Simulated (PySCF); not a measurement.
## Working out the excitation energy of S⁺

S⁺ [Ne] 3s2 3p3 (4S) → S⁺ [Ne] 3s1 3p3 3d1 (6D). All numbers are calculated (PySCF 2.14, no relativity, point nucleus, in aug-cc-pwCVDZ). Frozen: 1s2. Energies in hartree (1 hartree = 27.21139 eV):

```json
{"part": "UHF", "S⁺ (lower)": "-397.160287", "S⁺ (upper)": "-396.471031"}
{"part": "CCSD correlation", "S⁺ (lower)": "-0.237499", "S⁺ (upper)": "-0.164240"}
{"part": "(T)", "S⁺ (lower)": "-0.002546", "S⁺ (upper)": "-0.000768"}
```

What does Hartree-Fock give?

(-396.471031) − (-397.160287) = 0.689256 hartree = 18.756 eV.

What do CCSD and CCSD(T) give?

The CCSD correlation energies differ by 0.073259 hartree = 1.993 eV and the triples by 0.001778 hartree = 0.048 eV, so CCSD gives 20.749 eV and CCSD(T) 20.797 eV.

A double-zeta basis recovers only part of the correlation energy.
